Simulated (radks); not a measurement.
All-electron atom: Ru36+ in [He] 2s2 2p4 (the NIST ground configuration). Method: scalar-relativistic Kohn-Sham, r2SCAN, spin-polarised, spherical densities, finite nucleus; open shells are filled with parallel spins first (spin-orbit coupling, left out, can overturn this in heavy ions); meta-GGA in the generalised Kohn-Sham scheme; Fermi nuclear charge, rms radius 4.4809 fm; computed with a radial shooting solver on a logarithmic mesh with Libxc functionals.

Unscreened Slater integrals over Kohn-Sham orbitals (hartree). They are taken over the spin-up orbitals. Empty in this configuration: 3s.

\begin{tabular}{lr}
integral & value \\ \hline
F0(2p,2p) & 7.5041 \\
F2(2p,2p) & 3.5841 \\
F0(2p,2s) & 6.8508 \\
G1(2p,2s) & 3.8641 \\
F0(2p,1s) & 10.161 \\
G1(2p,1s) & 1.9479 \\
F0(2p,3s) & 3.5217 \\
G1(2p,3s) & 0.37296 \\
F0(2s,2s) & 6.4418 \\
F0(2s,1s) & 9.0488 \\
G0(2s,1s) & 0.90735 \\
F0(2s,3s) & 3.4388 \\
G0(2s,3s) & 0.29679 \\
F0(1s,1s) & 28.230 \\
F0(1s,3s) & 4.0444 \\
G0(1s,3s) & 0.21629 \\
F0(3s,3s) & 2.6905 \\
\end{tabular}

Derived for the open shells (J is the average intra-shell exchange parameter used in DFT+U). 2p: J = F2/5 = 0.7168 hartree.
